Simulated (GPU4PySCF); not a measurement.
Pt(Cl)2(bpy) (C10H8Cl2N2Pt), SMILES [Cl][Pt]1([Cl])<-[n]2ccccc2-c2cccc[n]->12, multiplicity 1.

The structure is a stationary point at B3LYP-D3(BJ)/def2-TZVP. The spin state was assumed, not searched. The isomer is the one that the SMILES or the coordinates give; other isomers of the formula were not compared. The def2 effective core potentials stand for the cores of Pt; spin–orbit coupling is left out. The values are those of a single conformer.

Two levels are set side by side: TDDFT-PBE/def2-SVPD (GPU4PySCF) and TDDFT-B3LYP/def2-SVPD (GPU4PySCF). Vertical, same geometry. The lowest singlet is HOMO→LUMO 99 % with PBE and HOMO→LUMO 98 % with the other functional; states are paired by order. Differences are taken from unrounded values.

| quantity | TDDFT-B3LYP | TDDFT-PBE | TDDFT-PBE minus TDDFT-B3LYP |
|---|---|---|---|
| lowest singlet excitation (eV) | 2.16 | 1.58 | -0.58 |
| lowest triplet excitation (TDA) (eV) | 2.03 | 1.44 | -0.58 |
| first bright state (f over 0.05) (eV) | 2.64 | 2.89 | 0.25 |
| its oscillator strength | 0.06 | 0.08 | 0.02 |

A lower first singlet is the usual sign of a functional without exact exchange. Differences between two approximate levels are no errors against the true value.
